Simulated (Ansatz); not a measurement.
Consider the redistribution: `C[SiH2]BO[SiH3]` + `C[O][AlH2]` → `[AlH2][BH]O[SiH3]` + `CO[SiH2]C`.

Gas-phase electronic energies from Ansatz, PBE0-D4/def2-TZVP geometries. CBS: MP2 limit from def2 TZ/QZ plus the TZ coupled-cluster correction, frozen cores. DFT in def2-TZVPP. B3LYP here is the variant with VWN-RPA as its local correlation; programs differ in this. One conformer a species, not always the lowest.

Is it downhill or uphill in electronic energy at CCSD(T)/CBS, and by how much? (Best estimate.)

Ansatz gave: Uphill: ΔE = +59.8 kJ/mol.

What do these levels give: PBE-D4, PBE0-D4, B3LYP-D4, B2PLYP, PBE0, B3LYP, MP2/def2-TZVPP, SCS-MP2/def2-TZVPP, CCSD/def2-TZVPP, CCSD(T)/def2-TZVPP, HF/def2-QZVPP, MP2/CBS(def2)? (Estimate.)

Ansatz gave: PBE-D4 64.2, PBE0-D4 61.0, B3LYP-D4 62.5, B2PLYP 63.3, PBE0 61.4, B3LYP 63.3, MP2/def2-TZVPP 63.2, SCS-MP2/def2-TZVPP 61.0, CCSD/def2-TZVPP 59.6, CCSD(T)/def2-TZVPP 60.8, HF/def2-QZVPP 52.3, MP2/CBS(def2) 62.2 kJ/mol.

Largest T1 diagnostic among the species: 0.013.

From PBE to PBE0 (25 % exact exchange), in def2-TZVPP and without D4, ΔE moves by −3.4 kJ/mol. In def2-TZVPP, CCSD(T) changes the Hartree–Fock value by +8.3 kJ/mol (the triples alone add +1.2 kJ/mol) and MP2 by +10.7 kJ/mol.
